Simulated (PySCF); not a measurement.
**Titanium: a sound run and one with changed settings**

Sound run: Ti⁺ [Ar] 3d2 4s1, Ti²⁺ [Ar] 3d2. Calculation: PySCF 2.14, in cc-pVTZ-DK (7s6p4d2f1g, 68 functions); the spin-free X2C one-electron Hamiltonian (Gaussian nucleus). The sound run starts from symmetry-adapted Hartree-Fock orbitals and uses a fine grid where one is needed.

Changed run: radial step 0.5 in ln r (0.13 in the sound run). This setting is unsound on purpose.

```tsv
species	method	sound run (hartree)	changed run (hartree)	converged
Ti⁺	UHF	-852.54329	-852.54329	yes
Ti⁺	LDA	-851.35791	-851.33992	yes
Ti⁺	PBE	-853.24004	-853.25428	yes
Ti²⁺	UHF	-852.06777	-852.06777	yes
Ti²⁺	LDA	-850.83553	-850.81699	yes
Ti²⁺	PBE	-852.72487	-852.73909	yes
```

Ionisation energy of Ti⁺:

```tsv
method	sound run (eV)	changed run (eV)
UHF	12.940	12.940
LDA	14.215	14.230
PBE	14.018	14.019
```

A coarse radial grid mis-integrates the density and the exchange-correlation energy, with errors of either sign; Hartree-Fock needs no grid.

For comparison, NIST gives 13.575 eV between the lowest levels.
